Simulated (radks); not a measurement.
Q: Excited configurations of neutral iodine: one electron is placed in a higher orbital outside [Kr] 4d10 5s2 5p4. The ground configuration is [Kr] 4d10 5s2 5p5. Method: scalar-relativistic Kohn-Sham, BLYP, spin-unpolarised, spherical densities, finite nucleus; Fermi nuclear charge, rms radius 4.75 fm; computed with a radial shooting solver on a logarithmic mesh with Libxc functionals. Excitation = E - E(ground); binding = E(ion) - E, where the ion is the core of charge +1; n* = 1/sqrt(2 binding) in atomic units, and the quantum defect is n - n*.

outer orbital  excitation (eV)  binding (eV)     n*  quantum defect  eigenvalue (eV)  <r> (bohr)
5d                       8.920         2.040  2.583           2.417           -0.514       7.167
6p                       8.682         2.277  2.444           3.556           -1.089       8.228

Estimate the row for 7s.

A: excitation (eV) 9.260; binding (eV) 1.699; n* 2.830; quantum defect 4.170; eigenvalue (eV) -0.963; <r> (bohr) 12.60. The Delta-SCF ionisation energy is 10.959 eV (NIST Atomic Spectra Database: 10.451 eV, measured). Self-interaction in the functional shifts the binding energies and quantum defects, so they are the method's values and not measured ones. Spin polarisation and multiplet splitting are left out, so open shells lie too high by an amount that depends on their filling. Spin-orbit splitting is averaged out at the scalar-relativistic level.

Beside tabulated values, note that spin-unpolarised runs miss the spin-polarisation part of the exchange energy of open shells.
